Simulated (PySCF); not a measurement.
Saddle point of BHCl3F, closed shell (BCl₃ ([Cl][B]([Cl])[Cl]) + HF → BCl₂F ([F][B]([Cl])[Cl]) + HCl; bonds formed: B1–F6, Cl2–H5; bonds broken: B1–Cl2, H5–F6), PBE0-D4/def2-TZVP structure:

```xyz
6
angstrom
B -0.2588 0.2933 -0.1924
Cl 1.6777 -0.2686 -0.1756
Cl -1.0381 -0.0889 -1.7225
Cl -0.4867 1.8787 0.5350
H 0.6185 -0.9936 0.7150
F -0.5125 -0.8210 0.8407
```

Energies are electronic, without zero-point energy. Barriers and step energies count from the start structure reached by relaxing down the imaginary mode; all methods use the PBE0-D4 structures, on which another method's saddle can fall below an end. PySCF 2.14 with density fitting (its default auxiliary sets; JK sets also for MP2 and CCSD(T)); basis: def2-TZVPP, with def2-QZVPP for the basis limit; cores frozen in the correlated methods. B3LYP uses VWN-RPA correlation. Extrapolation: Hartree–Fock as exp(−7.88 √X), correlation as X^−2.97.

```csv
method,barrier (kJ/mol),step energy (kJ/mol)
SPW92,16.6,-53.4
PBE-D4,57.5,-50.8
r2SCAN-D4,63.0,-58.7
PBE0-D4,?,-53.4
B3LYP-D4,?,-61.4
BHLYP-D4,94.3,-65.6
wB97M-V,72.7,-59.6
HF,?,-77.8
MP2,80.0,-50.2
CCSD,94.8,-62.4
CCSD(T),85.2,-58.8
```

Task: Fill in the withheld barriers. (To be estimated.)

Result: By the calculation: PBE0-D4 69.0; B3LYP-D4 81.0; HF 138.8 kJ/mol. Each is the energy of the saddle less that of the start structure, by the same method.

For comparison, the barrier by CCSD(T) at an estimated basis limit (MP2 extrapolated from triple and quadruple zeta, plus CCSD(T) − MP2 in triple zeta) is 84.8 kJ/mol.

T1 diagnostic: at most 0.011.

Labels in which every atom is bracketed show which atoms are joined, not bond orders.

For scale, one of the runs: CCSD(T)/def2-TZVPP, 202 basis functions, launched by `OMP_NUM_THREADS=4 python run.py`. Time: 8.6 min of wall clock on 4 CPU threads of an Arm Neoverse V2; the host was shared. Peak host memory: 3 GiB.
